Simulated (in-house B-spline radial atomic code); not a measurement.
Results of a calculation; reference values are marked as such.
## Cd in an electron gas of r_s = 3: phase shifts, screening, friction and resistivity

A nucleus sits in a uniform electron gas with a rigid positive background. The Kohn-Sham equations are solved self-consistently in the spin-unpolarised LDA (PW92), non-relativistic, on B-splines with outgoing waves at the boundary and partial waves to l = 8. The model has no lattice, no bands and no magnetic solution. Atomic units; δ_l are the phase shifts at the Fermi level, counted so that each bound state adds π, and good to about 0.0005.

The density parameter is r_s = 3 bohr, near that of the valence electrons of Ag (1 per atom, density 10.5 g/cm³, mass 107.87 u, which gives r_s = 3.02).

```tsv
l	δ_l (rad)
0	13.2334
1	10.1601
2	6.3117
3	0.0156
4	0.0019
5	0.0000
6	0.0001
7	0.0000
8	0.0000
```

Bound levels below the band bottom (hartree): d -14.43, s -3.349, p -2.148, d -0.2244, s -0.01768 and deeper ones.

(1) Check the Friedel sum rule, and say where the screening charge sits.

(2) Find the transport cross section and the electronic stopping of a 5 keV Cd ion (mass 112.41 u).

(3) What residual resistivity would 1 atomic per cent of such centres give in Ag?

(4) On a substitutional site the background of one host ion, a sphere holding 1 charge, is taken out. The phase shifts for l = 0 to 4 become 13.0209, 9.8245, 6.2572, 0.0055, 0.0009. What follows?

Answers

(1) k_F = (9π/4)^(1/3)/r_s = 0.63972. The rule is Z = (2/π) Σ (2l + 1) δ_l. The terms are s 8.425, p 19.404, d 20.091, f 0.070 and 0.012 beyond, in all 48.001 against Z = 48. Bound states hold 10 s, 18 p, 20 d electrons, so the scattering states carry 0.00 in all; where a term is smaller than its bound count, the bound level has drawn weight out of the band.

(2) σ_tr = (4π/k_F²) Σ (l + 1) sin²(δ_l − δ_(l+1)). The terms for l = 0 to 3 are 0.0047, 0.8435, 0.0005, 0.0008, all together 0.8494, so σ_tr = 30.707 × 0.8494 = 26.082 bohr². With n = 3/(4π r_s³) = 0.008842, the friction coefficient is Q = n k_F σ_tr = 0.1475. For v well below v_F = 0.640, dE/dx = Q v; with 24801 eV per u at v = 1, v = √(5000/(24801 × 112.41)) = 0.0423, so dE/dx = 0.00625 hartree/bohr = 3.21 eV/nm. The largest term couples the p and d waves.

(3) Δρ = k_F n_i σ_tr/n in atomic units of 21.74 μΩ·cm. With one host atom per 1 electron, n_i/n = 0.01/1, so Δρ = 0.6397 × 0.01000 × 26.082 × 21.74 = 3.63 μΩ·cm. This is an atom added to the gas, as on an interstitial site.

(4) The Friedel sum is now 47.00, for Z − 1 = 47. The sum in σ_tr is 0.3471, so σ_tr = 10.66 bohr² and Δρ = 1.48 μΩ·cm per atomic per cent, 0.41 times the value above. A real host ion scatters too, so this model doesn't give zero even for the host's own atom.
